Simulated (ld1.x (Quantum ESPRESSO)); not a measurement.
## Ce, PAW: configuration errors across variants

* Element: cerium (Ce)
* Generator: ld1.x (Quantum ESPRESSO) 7.5
* Type: PAW
* Functional: LDA (PZ)
* Relativity: non-relativistic
* Frozen core: [Kr] 4d10 4f1
* Valence charge: 11
* Reference configuration: 5s2 5p6 5d1 6s1.5 6p0.5
* Partial waves: 5s (bound): rcut 2.00, rcutus 2.30 bohr; 6s (bound): rcut 2.00, rcutus 2.30 bohr; 5p (bound): rcut 2.30, rcutus 2.90 bohr; 6p (bound): rcut 2.30, rcutus 2.90 bohr; 5d (bound): rcut 2.50, rcutus 3.00 bohr; 5d channel at 2.6 Ry: rcut 2.50, rcutus 3.00 bohr; 5f channel at -0.1 Ry: rcut 1.95, rcutus 2.55 bohr; 5f channel at 0.3 Ry: rcut 1.95, rcutus 2.55 bohr
* Local potential: all-electron potential smoothed inside 1.95 bohr (lloc = -1)
* Core correction: Bessel-smoothed model core inside 1.80 bohr
* Augmentation charge: BESSEL, radius 1.95 bohr

All-electron excitation energies from the reference (eV): (1) 5s2 5p6 5d1 6s2 6p0 -1.084; (2) 5s2 5p6 5d1 6s1 6p0 4.859; (3) 5s2 5p6 5d1 6s0 6p0 15.658; (4) 5s2 5p6 5d2 6s0 6p0 4.204; (5) 5s2 5p5 5d1 6s2 6p0 26.719; (6) 5s1 5p6 5d1 6s2 6p0 41.255; (7) 5s2 5p6 5d1 6s1.5 6p0 1.303.

The overlap operator is not positive definite (basis up to 400 Ry) in “base”, “core correction Bessel-smoothed model core inside 1.02 bohr”, “core correction Bessel-smoothed model core inside 1.22 bohr”, “core correction Bessel-smoothed model core inside 1.62 bohr”, “core correction Bessel-smoothed model core inside 1.92 bohr”, “core correction Bessel-smoothed model core inside 2.22 bohr”, “core correction Bessel-smoothed model core inside 2.48 bohr”, “core correction Bessel-smoothed model core inside 2.74 bohr”. Such files are unfit for use, however small their errors in these radial tests.

A true bound ghost makes a file unfit for plane-wave use even where its test errors are small: the radial tests pick states by their node count and pass the ghost by.

Errors AE − PS in meV (a dash: test not solved or not reliable):

| change | (1) | (2) | (3) | (4) | (5) | (6) | (7) | bound ghosts |
| --- | --- | --- | --- | --- | --- | --- | --- | --- |
| base | +0.3 | -0.2 | -0.8 | 0.0 | +4.2 | +42 | +0.1 | f (p not tested, overlap not positive) |
| core correction Bessel-smoothed model core inside 1.02 bohr | +0.4 | -0.1 | -0.1 | 0.0 | +5.0 | +57 | +0.1 | f (p not tested, overlap not positive) |
| core correction Bessel-smoothed model core inside 1.22 bohr | +0.4 | -0.1 | -0.1 | 0.0 | +4.9 | +56 | +0.1 | f (p not tested, overlap not positive) |
| core correction Bessel-smoothed model core inside 1.62 bohr | +0.3 | -0.1 | -0.7 | 0.0 | +4.3 | +48 | +0.1 | f (p not tested, overlap not positive) |
| core correction Bessel-smoothed model core inside 1.92 bohr | +0.1 | -0.1 | -1.0 | 0.0 | +4.4 | +38 | +0.1 | f (p not tested, overlap not positive) |
| core correction Bessel-smoothed model core inside 2.22 bohr | +0.1 | 0.0 | -1.2 | 0.0 | +5.0 | +32 | 0.0 | f (p not tested, overlap not positive) |
| core correction Bessel-smoothed model core inside 2.48 bohr | +0.1 | -0.1 | -1.3 | +0.1 | +5.5 | +30 | +0.1 | f (p not tested, overlap not positive) |
| core correction Bessel-smoothed model core inside 2.74 bohr | +0.1 | -0.1 | -1.3 | +0.1 | +5.6 | +29 | 0.0 | f (p not tested, overlap not positive) |

(1) Give the same row for: core correction a·sin(br)/r model core, default radius (ld1.x builds one for every PAW set, though the input has nlcc=.false.).

Answers

(1) 0.0, +0.1, +0.7, +0.8, +5.7, +28, +0.1; bound ghosts: f (p not tested, overlap not positive). Its overlap operator is not positive definite in a basis up to 400 Ry (lowest eigenvalue p -0.14), so the file is unfit for use: the generalised eigenproblem breaks down once the basis is large enough, and its test numbers describe a broken file.
